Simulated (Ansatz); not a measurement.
Reaction: H4SiO2 (dihydroxysilane, SMILES [SiH2](O)O) → H3SiO2 (SMILES [O][SiH2]O, doublet) + H (doublet) (the H-O bond breaks)
Each species at its own B3LYP-D3(BJ)/def2-TZVP minimum (Ansatz, a program for electronic structure), one conformer.

Wanted: bond dissociation energy (electronic), in kcal/mol. Radicals and triplets start from unrestricted determinants; spin-orbit coupling is neglected. CBS(X,Y): correlation extrapolated as X^-3, Hartree-Fock from the larger set. A bracket is a step between two methods taken in the basis named. The functionals are non-relativistic, so their misses hold any scalar relativity. 'core' is core correlation in cc-pwCVTZ (1s frozen past Ne), 'X2C' scalar relativity in cc-pVTZ-DK, both at CCSD(T). Where a partner has so few electrons that a lower coupled-cluster level is exact, that level stands in.

CCSD(T)/CBS(cc-pV(T+d)Z,cc-pV(Q+d)Z) + [CCSDT(Q) - CCSD(T)]/cc-pV(D+d)Z + core + X2C (Ansatz) gives 127.1 kcal/mol.

Problem. What does PBE/def2-TZVPD (Ansatz) give here, and how do the other levels compare?

Solution. PBE gives 118.2 kcal/mol, 8.9 kcal/mol below it. Differences of the others: r2SCAN/def2-TZVPD (Ansatz) -8.3; B3LYP/def2-TZVPD (Ansatz) -6.9; CCSD(T)/CBS(cc-pV(T+d)Z,cc-pV(Q+d)Z) + core + X2C (Ansatz) 0.1 kcal/mol. Nearer than PBE: r2SCAN/def2-TZVPD, B3LYP/def2-TZVPD, CCSD(T)/CBS(cc-pV(T+d)Z,cc-pV(Q+d)Z) + core + X2C.
